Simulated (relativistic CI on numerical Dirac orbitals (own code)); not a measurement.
## Hyperfine structure of I LI, mass number 127

Computed by Dirac-Coulomb-Breit CI, separate exchange-only KLI orbitals for each configuration, QED by a radiative potential, unscaled Slater integrals (own radial code, finite nucleus).

Configuration list (outside the closed core 1s2): 2s, 2p, 3s, 3p, 3d, 4s, 4p, 4d, 4f, 5s, 5p, 5d, 5f, 5g. Levels of other configurations are missing.

Nuclear spin I = 5/2, μ = 2.8087 μN, Q = -0.688 b (tables of Stone and Pyykkö). The electronic factors are computed for point nuclear moments, without core polarisation or the Bohr-Weisskopf and QED corrections.

```
    Level   E (eV)  A (GHz)  B (GHz)
 2s ²S1/2     0.00     6943         
2p ²P°1/2   116.98     2226         
2p ²P°3/2   460.46    339.5     -398
 3s ²S1/2  5297.28     2057         
3p ²P°1/2  5329.52    676.2         
3p ²P°3/2  5431.57    103.4     -123
 3d ²D3/2  5441.79    59.67    -23.8
 3d ²D5/2  5472.85    24.56    -31.2
```

Levels with J = 0, under 50 % of one LS term, or S terms without an open s electron are left out. Small factors come from cancelling terms and can be off by tens of per cent or more.

At this charge energies of transitions that change n are usually good to better than 1 %, and those within a shell (Δn = 0) to a few per cent.

Task: Give the hyperfine levels of 2s ²S1/2 relative to its centre of gravity.

Result: With K = F(F + 1) − I(I + 1) − J(J + 1), E = AK/2: F = 2: -12150, F = 3: 8678 GHz.
